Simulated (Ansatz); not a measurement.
Program: Ansatz. Geometries: PBE0-D4/def2-TZVP. ΔE: electronic, gas phase. CBS: MP2 limit from def2 TZ/QZ plus the TZ coupled-cluster correction, frozen cores. Functionals use def2-TZVPP. Each species was taken in one conformer, which may not be the lowest.

`CO[SiH2][SiH2]O` → `OC[SiH2]O[SiH3]`  (isomerisation)

`CO[SiH2][SiH2]O`:

Cartesian coordinates in Å:
```
C -0.922 -1.864 1.543
O -0.665 -0.587 1.007
Si 0.193 -0.363 -0.382
Si 0.241 1.950 -0.788
O 1.253 2.310 -2.049
H -1.534 -1.744 2.439
H -1.468 -2.495 0.831
H 0.007 -2.375 1.821
H 1.582 -0.904 -0.234
H -0.428 -1.127 -1.507
H 0.655 2.654 0.460
H -1.094 2.452 -1.197
H 2.181 2.094 -1.945
```

`OC[SiH2]O[SiH3]`:

Cartesian coordinates in Å:
```
O -1.057 -1.149 0.759
C -1.175 0.228 1.095
Si 0.534 0.977 0.859
O 1.053 0.653 -0.657
Si 1.011 -0.523 -1.797
H -1.928 -1.553 0.765
H -1.891 0.745 0.441
H -1.516 0.371 2.130
H 1.481 0.400 1.848
H 0.458 2.450 1.037
H 1.475 -1.820 -1.244
H 1.919 -0.104 -2.894
H -0.363 -0.676 -2.342
```

CCSD(T)/CBS gives -0.25 eV.

Question: Another level gave -0.08 eV. Which?
A. r2SCAN-D4/def2-TZVPP
B. PBE-D4/def2-TZVPP
C. HF/def2-TZVPP
D. CCSD/def2-TZVPP

Answer: B. PBE-D4 -0.08, HF/def2-TZVPP -0.32, r2SCAN-D4 -0.19, CCSD/def2-TZVPP -0.27 eV.

Largest T1 diagnostic among the species: 0.012.

The D4 term adds −0.05 eV with B3LYP and −0.03 eV with PBE0; it sums over pairs of atoms, weighted by their polarisabilities, and B3LYP, whose exchange is more repulsive, gets the larger term. From PBE to PBE0 (25 % exact exchange), in def2-TZVPP and without D4, ΔE moves by −0.07 eV.

B3LYP here is the variant with VWN-RPA as its local correlation; programs differ in this.
